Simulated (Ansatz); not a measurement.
Cartesian coordinates in Å:
```
O -1.892 0.730 -0.791
C -0.939 0.506 -0.103
S -0.326 1.782 0.988
C -0.204 -0.807 -0.109
Se 1.307 -0.768 -1.353
H 0.669 1.072 1.543
H 0.145 -1.104 0.878
H -0.875 -1.567 -0.509
H 2.116 0.154 -0.544
```

Charge 0, multiplicity 1.

Q: List the PBE/def2-TZVPP orbital energies in eV (the Gaussian-basis code of Ansatz). (Best estimate.)

A: Computed: Occupied: -12302.78, -2396.54, -1562.75, -1403.55, -1403.51, -1403.43, -510.46, -272.25, -270.56, -209.49, -205.74, -155.65, -155.53, -155.40, -151.12, -151.01, -150.75, -54.23, -54.22, -54.01, -53.93, -53.89, -26.85, -20.33, -19.05, -16.83, -13.74, -12.31, -11.83, -11.07, -10.51, -9.66, -9.06, -8.57, -6.80, -6.64, -5.84. Lowest empty: -2.34, -1.32, -0.76, -0.23, 0.46, 1.45, 1.54, 2.70.
